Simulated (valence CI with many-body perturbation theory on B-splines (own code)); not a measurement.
## Energy levels of Zr34+

Computed by valence CI with perturbative core correlation (CI+MBPT): four valence electrons over a frozen Dirac-Fock core [He], a basis of 11 s, 11 p, 10 d, 8 f, 5 g, 2 h functions for each j, with the one-electron correlation potential Σ1 (screened to all orders), the two-electron term Σ2, the three-electron term Σ3, Breit, model QED; selected single and double excitations, second order for the rest, scaled by the run's own slope (own B-spline code, finite nucleus).

The last digits are not significant, and no measured levels were compared; by estimate large intervals hold to a few tenths of a per cent, small ones and those within an open d or f shell to about a per cent. Among the levels kept, up to 970 cm⁻¹ of a level comes from second order outside the variational space, and about a tenth of that is noise between levels of different J, which matters for small intervals.

Levels 181 to 199 of 199, with energies above the lowest level, (2s^2 2p1/2^2) J=0. "Leading %" is the weight of the configuration and term that name the level; weights of strongly mixed levels are sums over their largest components and can fall short. In the jj column 3d3/2^4 stands for four electrons in 3d with j = 3/2. Lifetimes count E1, E2, E3, M1 and M2 decay at the calculated energies, and are blank where another channel may lead or the interval is too uncertain; long ones can be off by a factor of two.

| No. | Configuration | Term | J | E (× 10³ cm⁻¹) | Leading % | g | Lifetime | Second component | Leading jj |
| --- | --- | --- | --- | --- | --- | --- | --- | --- | --- |
| 181 | 2s.2p2.3d | 1D | 2 | 24495 | 50 | 1.103 | 5.40 fs | 15 % 2s.2p2.3d 3P | 2s 2p3/2^2 3d5/2 (58 %) |
| 182 | 2p3.3s | 3P° | 1 | 24509 | 56 | 1.275 | 26.0 fs | 25 % 2p3.3s 1P° | 2p1/2 2p3/2^2 3s (81 %) |
| 183 | 2p3.3d | 3D° | 3 | 24534 | 37 | 1.162 | 8.32 fs | 20 % 2p3.3d 1F° | 2p1/2^2 2p3/2 3d5/2 (76 %) |
| 184 | 2p3.3p | 3F | 3 | 24571 | 43 | 1.119 | 56.4 fs | 26 % 2p3.3p 3D | 2p1/2 2p3/2^2 3p1/2 (94 %) |
| 185 | 2p3.3d | 3D° | 1 | 24572 | 44 | 0.951 | 14.4 fs | 16 % 2p3.3d 1P° | 2p1/2^2 2p3/2 3d5/2 (76 %) |
| 186 | 2p3.3p | 5P | 3 | 24658 | 44 | 1.340 | 36.6 fs | 23 % 2p3.3p 3F | 2p1/2 2p3/2^2 3p3/2 (94 %) |
| 187 | 2p3.3p | 3P | 2 | 24659 | 36 | 1.379 | 32.5 fs | 32 % 2p3.3p 3D | 2p1/2 2p3/2^2 3p3/2 (96 %) |
| 188 | 2p3.3p | 3P | 0 | 24675 | 96 |  | 28.7 fs |  | 2p1/2 2p3/2^2 3p3/2 (92 %) |
| 189 | 2p3.3p | 3P | 2 | 24707 | 61 | 1.347 | 25.8 fs | 20 % 2p3.3p 1D | 2p1/2 2p3/2^2 3p1/2 (93 %) |
| 190 | 2p3.3p | 3D | 1 | 24714 | 44 | 0.890 | 34.1 fs | 33 % 2p3.3p 1P | 2p1/2 2p3/2^2 3p3/2 (70 %) |
| 191 | 2p3.3p | 3D | 3 | 24774 | 65 | 1.215 | 36.6 fs | 29 % 2p3.3p 1F | 2p1/2 2p3/2^2 3p3/2 (98 %) |
| 192 | 2p3.3p | 3F | 4 | 24780 | 98 | 1.242 | 40.9 fs |  | 2p1/2 2p3/2^2 3p3/2 (98 %) |
| 193 | 2p3.3p | 3D | 1 | 24810 | 57 | 0.785 | 35.1 fs | 20 % 2p3.3p 1P | 2p1/2 2p3/2^2 3p1/2 (67 %) |
| 194 | 2p3.3p | 3P | 1 | 24881 | 70 | 1.391 | 31.9 fs | 21 % 2p3.3p 1P | 2p1/2 2p3/2^2 3p3/2 (94 %) |
| 195 | 2p3.3p | 1D | 2 | 24951 | 53 | 1.151 | 34.8 fs | 28 % 2p3.3p 3P | 2p1/2 2p3/2^2 3p3/2 (96 %) |
| 196 | 2p3.3p | 3P | 0 | 24959 | 64 |  | 25.6 fs | 34 % 2p3.3p 1S | 2p1/2 2p3/2^2 3p1/2 (95 %) |
| 197 | 2p3.3d | 3D° | 1 | 24975 | 52 | 0.909 | 66.2 fs | 32 % 2p3.3d 5D° | 2p1/2 2p3/2^2 3d3/2 (92 %) |
| 198 | 2p3.3d | 3F° | 2 | 24980 | 42 | 1.052 | 65.8 fs | 30 % 2p3.3d 5D° | 2p1/2 2p3/2^2 3d3/2 (93 %) |
| 199 | 2p3.3d | 1S° | 0 | 24989 | 41 |  | 98.2 fs | 40 % 2p3.3d 5D° | 2p1/2 2p3/2^2 3d3/2 (89 %) |
